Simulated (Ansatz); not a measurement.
One change: `[BH2][GeH2][O][SiH2]F` becomes `F[SiH2]O[SiH2]F`.

Ansatz, PBE0-D4/def2-TZVP geometries, multiplicity 1. Each molecule was computed in one conformer, which needn't be the lowest.

Scalar relativity is left out up to krypton.

```tsv
property	`[BH2][GeH2][O][SiH2]F`
size of the dipole moment (B3LYP/def2-TZVPP) / D	2.90
LUMO energy (B3LYP/def2-TZVPP) / eV	-3.01
HOMO energy (B3LYP/def2-TZVPP) / eV	-8.29
HOMO–LUMO gap (B3LYP/def2-TZVPP) / eV	5.28
size of the dipole moment (PBE/def2-TZVPP) / D	2.77
HOMO energy (PBE0/def2-TZVPP) / eV	-8.50
```

(1) What does the change do to each property? (Best estimate.)

## Answers

(1) The calculation gave: 
```tsv
property	`F[SiH2]O[SiH2]F`	shift
size of the dipole moment (B3LYP/def2-TZVPP) / D	1.43	-1.47
LUMO energy (B3LYP/def2-TZVPP) / eV	0.13	3.14
HOMO energy (B3LYP/def2-TZVPP) / eV	-9.20	-0.91
HOMO–LUMO gap (B3LYP/def2-TZVPP) / eV	9.33	4.05
size of the dipole moment (PBE/def2-TZVPP) / D	1.32	-1.45
HOMO energy (PBE0/def2-TZVPP) / eV	-9.40	-0.90
```

With PBE0 the HOMO falls by 0.90 eV and the LUMO rises by 3.15 eV, so the gap widens by about 4.05 eV. PBE moves the HOMO by -0.87 eV and ωB97M-V by -1.00 eV. Dipoles are sizes alone; their direction can turn.

B3LYP here is the variant with VWN-RPA as its local correlation; programs differ in this.
